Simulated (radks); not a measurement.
The mean radii <r> (bohr) of the occupied orbitals of an atom or ion are listed with their occupations. Method: scalar-relativistic Kohn-Sham, PBE, spin-polarised, spherical densities, finite nucleus; Fermi nuclear charge, rms radius of each element as measured or else 0.836 A^(1/3) + 0.57 fm; computed with a radial shooting solver on a logarithmic mesh with Libxc functionals.

| orbital | occ. | <r> |
|---|---|---|
| 1s up | 1 | 0.03916 |
| 1s down | 1 | 0.03916 |
| 2s up | 1 | 0.1725 |
| 2s down | 1 | 0.1725 |
| 2p up | 3 | 0.1504 |
| 2p down | 3 | 0.1504 |
| 3s up | 1 | 0.4920 |
| 3s down | 1 | 0.4920 |
| 3p up | 3 | 0.4985 |
| 3p down | 3 | 0.4985 |
| 3d up | 5 | 0.4983 |
| 3d down | 5 | 0.4982 |
| 4s up | 1 | 1.357 |
| 4s down | 1 | 1.355 |
| 4p up | 3 | 1.565 |
| 4p down | 3 | 1.558 |
| 5s up | 1 | 3.903 |
| 7s up | 1 | 18.37 |

Name the element and its charge. Open shells, if any, are filled with parallel spins first.

Answer. Z = 38, strontium, charge 0: Sr in [Kr] 5s1 7s1. The 1s radius gives Z: for a bare nucleus <r> = (2 gamma + 1)/(2Z) with gamma = sqrt(1 - (Z/c)^2), 0.03844 bohr for Z = 38, and screening makes it slightly larger (0.03916 here). The occupations add up to 38, and the charge is Z minus that.
